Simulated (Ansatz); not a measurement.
Isolated molecules relaxed with PBE0-D4/def2-TZVP in Ansatz; ΔE leaves out vibrations. CCSD(T)/CBS adds triple-zeta CCSD(T) − MP2 to the extrapolated MP2 energy (def2 sets, frozen cores). Each species was taken in one conformer, which may not be the lowest.

`C=C([SiH3])CCl` + `O[Si]1(Cl)CO1` → `[SiH3]O[Si]1(Cl)CO1` + `C=CCCl`  (ligand exchange at the Si–C bond)

```csv
species,CCSD/CBS(def2) energy (Eh)
`C=C([SiH3])CCl`,-867.16152
`O[Si]1(Cl)CO1`,-939.11156
`[SiH3]O[Si]1(Cl)CO1`,-1229.42636
`C=CCCl`,-576.88863
```

Work out ΔE.

ΔE = (-1229.42636) + (-576.88863) − (-867.16152) − (-939.11156) = -0.04191 Eh = -26.3 kcal/mol. CCSD(T)/CBS gives -25.2 kcal/mol.

Largest T1 diagnostic among the species: 0.012.

From PBE to PBE0 (25 % exact exchange), in def2-TZVPP and without D4, ΔE moves by −1.5 kcal/mol. The D4 term adds +1.0 kcal/mol with B3LYP and +0.5 kcal/mol with PBE0; it sums over pairs of atoms, weighted by their polarisabilities, and B3LYP, whose exchange is more repulsive, gets the larger term. In def2-TZVPP, CCSD(T) changes the Hartree–Fock value by +6.9 kcal/mol (the triples alone add +1.1 kcal/mol) and MP2 by +7.1 kcal/mol.

B3LYP here is the variant with VWN-RPA as its local correlation; programs differ in this.
